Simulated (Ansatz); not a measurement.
Reaction (ligand exchange at the Si–C bond): `O/C([SiH3])=C\Cl` + `[OH][In]([Cl])[Cl]` → `[SiH3][O][In]([Cl])[Cl]` + `O/C=C\Cl`

Gas-phase electronic energies from Ansatz, PBE0-D4/def2-TZVP geometries. CBS: MP2 limit from def2 TZ/QZ plus the TZ coupled-cluster correction, frozen cores. Double bonds are as drawn, so ΔE can hold a change between cis and trans. Functionals use def2-TZVPP. Elements past krypton have def2 core potentials. For In outer-core shells are correlated without core-valence functions, which leaves a few kJ/mol of doubt a bond. Each species was taken in one conformer, which may not be the lowest.

`O/C([SiH3])=C\Cl`:

Cartesian coordinates in Å:
```
O 0.386 1.233 -1.118
C -0.040 0.372 -0.170
Si 0.826 -1.291 -0.138
C -1.011 0.651 0.702
Cl -1.813 2.183 0.679
H -0.126 2.053 -1.043
H 0.220 -2.082 0.961
H 2.277 -1.099 0.104
H 0.636 -1.984 -1.437
H -1.354 -0.035 1.461
```

`[OH][In]([Cl])[Cl]`:

Z-matrix (Å, degrees):
```
In
O 1 1.961
Cl 1 2.290 2 119.8
Cl 1 2.307 2 119.6 3 180.0
H 2 0.962 1 111.7 3 180.0
```

`[SiH3][O][In]([Cl])[Cl]`:

```xyz
8

Si    0.264    1.370   -0.622
O    -0.031   -0.240   -0.697
In   -0.323   -1.692    0.571
Cl   -0.290   -1.260    2.826
Cl   -0.689   -3.792   -0.261
H     0.405    1.826    0.790
H    -0.859    2.112   -1.254
H     1.523    1.675   -1.352
```

`O/C=C\Cl`:

Cartesian coordinates in Å:
```
O 0.607 -1.231 -0.658
C 0.520 0.082 -0.410
C -0.363 0.676 0.385
Cl -1.553 -0.251 1.224
H -0.087 -1.681 -0.156
H 1.267 0.664 -0.936
H -0.391 1.741 0.552
```

| level | ΔE (kJ/mol) |
| --- | --- |
| r2SCAN-D4 | -93.8 |
| HF/def2-TZVPP | -126.1 |

(1) What does CCSD(T)/CBS give? (Best estimate.)

Largest T1 diagnostic among the species: 0.014.

## Answers

(1) Computed: -100.1 kJ/mol. The listed levels differ from it by 6.3, -26.0 kJ/mol.

From PBE to PBE0 (25 % exact exchange), in def2-TZVPP and without D4, ΔE moves by −9.9 kJ/mol. In def2-TZVPP, CCSD(T) changes the Hartree–Fock value by +26.3 kJ/mol (the triples alone add +4.5 kJ/mol) and MP2 by +26.2 kJ/mol.
